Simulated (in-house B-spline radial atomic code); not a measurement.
Yb²⁺. Computed with a B-spline radial atomic code. Model: non-relativistic spherical atom: semilocal Troullier-Martins pseudo-atom, one channel per l, against all electrons, high spin, G0W0 and RPA with empty states to l = 8, local potential for every l without a channel, a model core (radius 0 = none) keeps its share of the functional.

Without relativity these are model numbers for so heavy an element.

What the tables leave out is listed at the end.

The pseudopotential gives back the lowest level of each angular momentum of its own functional in the configuration it was made in; a second state of the same l is only approximately right. Exact exchange, RPA and GW see the smooth pseudo-orbitals and miss the exchange with the core, for which the functional's share stands in. The column with an uncorrelated core keeps all orbitals and exact exchange, and so separates missing core correlation from pseudisation. Only the three outermost levels and the lowest empty one were computed. RPA here is direct RPA, with no exchange kernel, and its energies carry an (l + 1/2)⁻⁴ tail. A hybrid on a potential with a model core restores only its own semilocal share of the core's exchange.

Command:
```bash
python run_psgw.py task.json out
```
Settings (lengths in bohr, energies in hartree):
```
Z                      70
electrons              68
configuration          [Xe] 4f14
generated_in           [Xe] 4f14 6s2
functional             pbe,pbe
core_shells            9
radius_factor          1
core_correction        True
```

Time taken, with all properties: 39 s on 1 thread of Arm Neoverse N1, with other jobs on the host.

Given: made with PBE; model core radius 0.694 bohr; local radius 1.287 bohr; mean-field start PBE.

Valence shells of the generating configuration: 5s, 5p, 4f, 6s.

Channel: s 1.167, p 1.275, d 1.967, f 1.613 (radii in bohr).

Computed: largest level miss in the spin-unpolarised generating configuration 0.027 eV; valence RPA correlation energy all-electron orbitals -1.8304 hartree; valence RPA correlation energy pseudo -2.4486 hartree; all-electron RPA polarisability, core included 5.9268 bohr³.

```json
{"level": "4f", "occupied": "1", "mean-field all-electron (eV)": "-21.521", "mean-field pseudo minus all (eV)": "-0.092", "G0W0 all-electron (eV)": "-30.135", "G0W0 uncorrelated core minus all (eV)": "-0.078", "G0W0 pseudo minus all (eV)": "7.17", "exchange self-energy all-electron (eV)": "-75.245", "exchange self-energy pseudo (eV)": "-40.783"}
{"level": "6s (empty)", "occupied": "0", "mean-field all-electron (eV)": "-13.925", "mean-field pseudo minus all (eV)": "-0.088", "G0W0 all-electron (eV)": "-11.244", "G0W0 uncorrelated core minus all (eV)": "0.006", "G0W0 pseudo minus all (eV)": "-0.082", "exchange self-energy all-electron (eV)": "-2.3261", "exchange self-energy pseudo (eV)": "-1.8083"}
```

Task: What is the pseudo-atom RPA polarisability?

Result: 5.9311 bohr³.

Given: mean-field start PBE0.

Computed: valence RPA correlation energy all-electron orbitals -1.7365 hartree; valence RPA correlation energy pseudo -2.3932 hartree; pseudo-atom RPA polarisability 5.627 bohr³.

```csv
level,occupied,mean-field all-electron (eV),mean-field pseudo minus all (eV),G0W0 all-electron (eV),G0W0 uncorrelated core minus all (eV),G0W0 pseudo minus all (eV),exchange self-energy all-electron (eV),exchange self-energy pseudo (eV)
4f,1,-24.674,2.386,-30.249,-0.111,7.265,-75.705,-40.316
6s (empty),0,-12.986,-0.158,-11.218,0.005,-0.164,-2.0863,-1.617
```

Task: What is the all-electron RPA polarisability, core included?

Result: 5.2318 bohr³.

Among the listed levels the largest G0W0 shift of the pseudo-atom is +7.26 eV, for 4f on the PBE0 start, while leaving the core uncorrelated moves that level by -0.11 eV. So pseudisation and the lost core exchange, not the missing core correlation, make the error. Not in the tables (levels of low weight, unsolved or above zero; the highest and the empty levels are kept at any weight): on PBE the G0W0 levels 5p (pseudo minus all -0.35 eV, weights 0.47 and 0.80), 5s (pseudo minus all -1.78 eV, weights 0.00 and 0.18); on PBE0 the G0W0 levels 5p (pseudo minus all -2.19 eV, weights -0.00 and 0.83), 5s (pseudo minus all -1.20 eV, weights 0.34 and 0.28); no Hartree-Fock pseudo-atom is run with a model core.
